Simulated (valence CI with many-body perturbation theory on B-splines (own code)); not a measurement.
Sm31+: electric-dipole lines

Calculated by configuration interaction combined with many-body perturbation theory (CI+MBPT): three valence electrons over a frozen Dirac-Fock core [Ar] 3d10, a basis of 11 s, 11 p, 10 d, 8 f, 5 g, 2 h functions for each j, with the one-electron correlation potential Σ1 (screened to all orders), the two-electron term Σ2, the three-electron term Σ3, Breit, model QED; selected single and double excitations, second order for the rest, scaled by the run's own slope (own B-spline code, finite nucleus).

The last digits are not significant, and no measured levels were compared; by estimate large intervals hold to a few tenths of a per cent, small ones and those within an open d or f shell to about a per cent.

Lines 51 to 100 of 544 in falling wavelength, among levels below 36.911 Ry, chosen from the strongest by gf and those to the six lowest levels. Wavelengths and rates use the calculated energies. Electric multipoles are in the length gauge, E1 and E2 with the static RPA response of the core. Weak lines are less certain than strong ones. Lines between different terms over intervals too small for the method are left out, as are lines whose strength nearly cancels. Where a level lies close to another of its J and parity, the split of strength between their lines is uncertain. The highest levels of a list are the least certain.

Levels are named by their leading jj configuration (3d3/2^4 stands for four electrons in 3d with j = 3/2), which in mixed levels can hold well under half, so a name can repeat and another be missing. Letters in brackets count levels of one name in rising energy.

| λ vac (Å) | Upper | Lower | A (s⁻¹) | S (a.u.) |
| --- | --- | --- | --- | --- |
| 121.0 | (4p3/2 4d5/2^2) J=7/2 | (4s 4d5/2^2) J=5/2 | 2.38e+10 | 1.66e-01 |
| 120.3 | (4p3/2^2 4d5/2) J=7/2 | (4s 4p3/2 4d5/2) J=5/2 [a] | 3.06e+10 | 2.10e-01 |
| 119.9 | (4p1/2 4p3/2 4d5/2) J=7/2 [b] | (4s 4p1/2 4d5/2) J=5/2 [b] | 2.69e+10 | 1.83e-01 |
| 119.4 | (4p1/2 4p3/2 4d3/2) J=5/2 [a] | (4p1/2 4p3/2^2) J=5/2 | 2.68e+10 | 1.35e-01 |
| 119.3 | (4p3/2 4d3/2 4d5/2) J=5/2 [a] | (4s 4d3/2 4d5/2) J=3/2 [a] | 2.72e+10 | 1.37e-01 |
| 118.8 | (4p3/2^2 4f7/2) J=7/2 | (4s 4d3/2 4d5/2) J=5/2 [c] | 2.04e+10 | 1.35e-01 |
| 118.8 | (4s 4p3/2 4d5/2) J=7/2 [b] | (4s^2 4d5/2) J=5/2 | 6.86e+10 | 4.54e-01 |
| 118.6 | (4p1/2 4p3/2 4d5/2) J=7/2 [a] | (4s 4p1/2 4d5/2) J=5/2 [a] | 4.57e+10 | 3.01e-01 |
| 118.2 | (4p3/2^2 4f7/2) J=9/2 | (4s 4p3/2 4f7/2) J=7/2 [a] | 3.64e+10 | 2.97e-01 |
| 117.9 | (4p1/2 4p3/2^2) J=5/2 | (4s 4p1/2 4p3/2) J=3/2 [b] | 6.58e+09 | 3.19e-02 |
| 117.8 | (4p3/2 4d3/2 4d5/2) J=9/2 | (4s 4d3/2 4d5/2) J=7/2 [a] | 3.13e+10 | 2.53e-01 |
| 117.7 | (4p3/2^2 4f7/2) J=7/2 | (4s 4d5/2^2) J=5/2 | 2.18e+10 | 1.40e-01 |
| 117.4 | (4p3/2 4d3/2 4d5/2) J=11/2 | (4s 4d3/2 4d5/2) J=9/2 | 7.30e+10 | 7.00e-01 |
| 116.7 | (4s 4p1/2 4d3/2) J=3/2 [a] | (4s 4p1/2 4p3/2) J=5/2 | 1.08e+10 | 3.38e-02 |
| 116.6 | (4s 4p3/2 4f7/2) J=9/2 [b] | (4s^2 4f7/2) J=7/2 | 3.17e+10 | 2.49e-01 |
| 116.2 | (4s 4p3/2 4d3/2) J=5/2 [b] | (4s^2 4d3/2) J=3/2 | 5.72e+10 | 2.66e-01 |
| 116.0 | (4p3/2 4d3/2^2) J=7/2 | (4s 4d3/2 4d5/2) J=7/2 [a] | 1.85e+10 | 1.14e-01 |
| 115.9 | (4p1/2 4p3/2 4d5/2) J=9/2 | (4s 4p1/2 4d5/2) J=7/2 | 3.77e+10 | 2.89e-01 |
| 114.7 | (4p1/2 4p3/2 4f5/2) J=5/2 [a] | (4s 4p1/2 4f5/2) J=3/2 | 2.57e+10 | 1.15e-01 |
| 114.6 | (4s 4p1/2 4d3/2) J=5/2 | (4s 4p1/2 4p3/2) J=5/2 | 4.78e+09 | 2.13e-02 |
| 114.6 | (4p1/2 4p3/2 4f7/2) J=11/2 | (4s 4p1/2 4f7/2) J=9/2 | 7.61e+10 | 6.78e-01 |
| 114.6 | (4p1/2 4p3/2 4f7/2) J=9/2 [b] | (4s 4p1/2 4f7/2) J=7/2 [b] | 9.48e+10 | 7.04e-01 |
| 114.6 | (4p1/2 4p3/2 4f7/2) J=9/2 [a] | (4s 4p1/2 4f7/2) J=9/2 | 2.50e+10 | 1.86e-01 |
| 113.8 | (4p3/2^2 4d3/2) J=3/2 [b] | (4s 4p3/2 4d3/2) J=5/2 [b] | 6.54e+10 | 1.90e-01 |
| 113.7 | (4p1/2 4p3/2 4f7/2) J=3/2 | (4s 4p1/2 4f7/2) J=5/2 | 4.43e+10 | 1.29e-01 |
| 113.6 | (4p1/2 4p3/2 4f7/2) J=7/2 [a] | (4s 4p1/2 4f7/2) J=9/2 | 2.85e+10 | 1.65e-01 |
| 113.6 | (4p3/2 4d3/2^2) J=5/2 | (4s 4d3/2 4d5/2) J=5/2 [a] | 2.63e+10 | 1.14e-01 |
| 113.5 | (4p3/2^2 4f7/2) J=9/2 | (4s 4p3/2 4f7/2) J=9/2 [a] | 2.89e+10 | 2.09e-01 |
| 113.4 | (4p1/2 4p3/2 4f7/2) J=7/2 [c] | (4p3/2^2 4d3/2) J=5/2 | 2.72e+10 | 1.57e-01 |
| 113.1 | (4p3/2 4d3/2^2) J=7/2 | (4s 4d3/2 4d5/2) J=5/2 [a] | 2.47e+10 | 1.41e-01 |
| 113.1 | (4p3/2 4d3/2^2) J=3/2 [b] | (4s 4d3/2^2) J=1/2 | 3.90e+10 | 1.11e-01 |
| 112.5 | (4p1/2 4p3/2 4f7/2) J=7/2 [b] | (4s 4p1/2 4f7/2) J=7/2 [b] | 1.94e+10 | 1.09e-01 |
| 112.4 | (4p3/2 4d5/2^2) J=7/2 | (4s 4d3/2 4d5/2) J=9/2 | 3.77e+10 | 2.11e-01 |
| 112.3 | (4p1/2 4p3/2^2) J=3/2 | (4s 4p1/2 4p3/2) J=5/2 | 1.63e+10 | 4.57e-02 |
| 112.3 | (4p1/2 4p3/2 4f5/2) J=7/2 | (4s 4p1/2 4f5/2) J=5/2 [a] | 3.05e+10 | 1.70e-01 |
| 112.2 | (4p3/2^2 4d5/2) J=5/2 [a] | (4s 4p3/2 4d5/2) J=7/2 [a] | 5.98e+10 | 2.50e-01 |
| 112.1 | (4p1/2 4p3/2 4f7/2) J=5/2 [b] | (4s 4p1/2 4f7/2) J=7/2 [c] | 7.40e+10 | 3.09e-01 |
| 112.1 | (4p3/2^2 4d5/2) J=7/2 | (4s 4p3/2 4d3/2) J=7/2 | 2.71e+10 | 1.50e-01 |
| 112.0 | (4p1/2 4p3/2 4f7/2) J=7/2 [b] | (4s 4p1/2 4f5/2) J=5/2 [b] | 3.69e+10 | 2.05e-01 |
| 111.9 | (4p1/2 4p3/2 4f5/2) J=9/2 | (4s 4p1/2 4f7/2) J=7/2 [c] | 1.32e+11 | 9.14e-01 |
| 111.7 | (4p1/2 4p3/2 4f7/2) J=7/2 [c] | (4s 4p1/2 4f7/2) J=5/2 | 1.43e+11 | 7.88e-01 |
| 111.6 | (4s 4p3/2 4d3/2) J=1/2 [b] | (4s^2 4d3/2) J=3/2 | 8.37e+10 | 1.15e-01 |
| 111.5 | (4p1/2 4p3/2 4f7/2) J=9/2 [a] | (4s 4p1/2 4f7/2) J=7/2 [a] | 6.85e+10 | 4.69e-01 |
| 111.4 | (4p1/2 4p3/2 4f7/2) J=5/2 [a] | (4s 4p1/2 4f5/2) J=5/2 [b] | 4.13e+10 | 1.69e-01 |
| 111.3 | (4s 4p3/2 4d3/2) J=3/2 [b] | (4s 4p3/2^2) J=3/2 | 7.57e+10 | 2.06e-01 |
| 111.3 | (4s 4p1/2 4p3/2) J=3/2 [b] | (4s^2 4p1/2) J=1/2 | 9.43e+10 | 2.56e-01 |
| 111.1 | (4p1/2 4p3/2 4d5/2) J=3/2 [b] | (4s 4p1/2 4d5/2) J=5/2 [b] | 9.72e+10 | 2.63e-01 |
| 111.1 | (4p1/2 4p3/2^2) J=1/2 | (4s 4p1/2 4p3/2) J=3/2 [b] | 1.15e+11 | 1.56e-01 |
| 111.0 | (4p1/2 4d3/2 4d5/2) J=9/2 | (4p1/2 4p3/2 4d5/2) J=9/2 | 2.37e+10 | 1.60e-01 |
| 111.0 | (4s 4d3/2 4d5/2) J=9/2 | (4s 4p3/2 4d5/2) J=7/2 [b] | 4.39e+10 | 2.96e-01 |
